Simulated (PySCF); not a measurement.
## Ionisation energy of Zn⁺ by level of theory

Zn⁺ [Ar] 3d10 4s1 (2S) → Zn²⁺ [Ar] 3d10 (1S), as a difference of total energies. Calculation: PySCF 2.14, in def2-TZVP; the non-relativistic Hamiltonian (point nucleus). Correlated levels: valence: [Ar] frozen. The calculations carry no spin-orbit coupling.

```json
{"method": "UHF", "ionisation energy (eV)": "16.589", "difference from reference (eV)": "-1.375"}
{"method": "r2SCAN", "ionisation energy (eV)": "18.202", "difference from reference (eV)": "+0.238"}
{"method": "MN15", "ionisation energy (eV)": "17.653", "difference from reference (eV)": "-0.311"}
{"method": "MP2 (valence)", "ionisation energy (eV)": "17.263", "difference from reference (eV)": "-0.701"}
{"method": "SCS-MP2 (valence)", "ionisation energy (eV)": "17.144", "difference from reference (eV)": "-0.820"}
{"method": "CCSD (valence)", "ionisation energy (eV)": "17.177", "difference from reference (eV)": "-0.787"}
{"method": "CCSD(T) (valence)", "ionisation energy (eV)": "17.219", "difference from reference (eV)": "-0.745"}
```

Reference: 17.964 eV (measured; NIST Atomic Spectra Database, ionization energies).

These non-relativistic numbers lack the scalar-relativistic shift.

Errors of the correlated levels include the incompleteness of this basis and the frozen core.
